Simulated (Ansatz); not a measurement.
System: BH3S, charge 0, singlet. BH3S (SMILES SB).
B3LYP-D3(BJ)/def2-TZVP minimum from Ansatz (a program for electronic structure):
```xyz
5

B     -0.7938    -0.9118     0.1461
H     -0.3835    -1.9590     0.5257
H     -1.9390    -0.7211    -0.0944
S      0.4169     0.3671    -0.0433
H     -0.3781     1.3651    -0.4697
```
Charge 0, spin multiplicity 1.

Total energies in cc-pV(T+d)Z, 12 correlated electrons, 6 frozen orbitals. Radicals and triplets start from unrestricted determinants; spin-orbit coupling is neglected. Correlated methods leave the cores frozen. No relativity.

| method | program | energy (Eh) | minus CCSDT(Q) (mEh) |
|---|---|---|---|
| HF | Ansatz | -424.00292 | 334.48 |
| MP2 | Ansatz | -424.28894 | 48.46 |
| CCSD | Ansatz | -424.32250 | 14.89 |
| CCSD(T) | Ansatz | -424.33572 | 1.67 |
| CCSDT(Q) | Ansatz | -424.33740 | 0.00 |

Rough core times of Ansatz's runs on a shared machine: CCSD(T) under 20 s, CCSDT(Q) 10 min.
